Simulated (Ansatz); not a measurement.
Molecule: CF$_{6}$Si, charge 0, multiplicity 1. 
Coordinates optimised at B3LYP-D3(BJ)/def2-TZVP (Ansatz, a first-principles code):
```xyz
8

F      1.4643    -1.3601    -0.1426
C      1.0665    -0.0767    -0.0192
F      1.5899     0.6125    -1.0543
F      1.6144     0.4117     1.1130
Si    -0.8418     0.0606     0.0151
F     -1.2483     1.5706     0.1596
F     -1.4254    -0.5204    -1.3221
F     -1.3965    -0.7573     1.2357
```

Quantity: vertical triplet-singlet gap (E(triplet) - E(singlet); each state is the SCF solution reached for its spin; the molecule has degenerate orbitals, so one determinant may break the symmetry), in kJ/mol. Correlated levels leave the core frozen unless marked. Open shells are spin-unrestricted. No spin-orbit coupling. Non-relativistic. CBS(X,Y): correlation extrapolated as X^-3; Hartree-Fock from the larger set.

| level | program | vertical triplet-singlet gap (kJ/mol) |
|---|---|---|
| HF/aug-cc-pV(D+d)Z | Ansatz | 947.0 |
| HF/aug-cc-pV(T+d)Z | Ansatz | 935.2 |
| HF/aug-cc-pV(Q+d)Z | Ansatz | 933.5 |
| SVWN5/def2-TZVPD | Ansatz | 771.4 |
| PBE/def2-TZVPD | Ansatz | 765.7 |
| r2SCAN/def2-TZVPD | Ansatz | 796.9 |
| B3LYP/def2-TZVPD | Ansatz | 828.7 |
| PBE0/def2-TZVPD | Ansatz | 824.2 |
| BHLYP/def2-TZVPD | Ansatz | 890.5 |
| CAM-B3LYP/def2-TZVPD | Ansatz | 852.5 |
| wB97M-V/def2-TZVPD | Ansatz | 863.5 |
| wB97X-V/def2-TZVPD | Ansatz | 864.2 |
| B2PLYP/def2-TZVPD | Ansatz | 858.6 |
| MP2/aug-cc-pV(D+d)Z | Ansatz | 903.5 |
| RI-MP2/aug-cc-pV(T+d)Z | Ansatz | 900.6 |
| RI-MP2/aug-cc-pV(Q+d)Z | Ansatz | 903.2 |
| RI-MP2/CBS(aug-cc-pV(T+d)Z,aug-cc-pV(Q+d)Z) | Ansatz | 906.0 |
| SCS-MP2/aug-cc-pV(D+d)Z | Ansatz | 926.7 |
| CCSD/aug-cc-pV(D+d)Z | Ansatz | 911.5 |
| CCSD(T)/aug-cc-pV(D+d)Z | Ansatz | 895.7 |
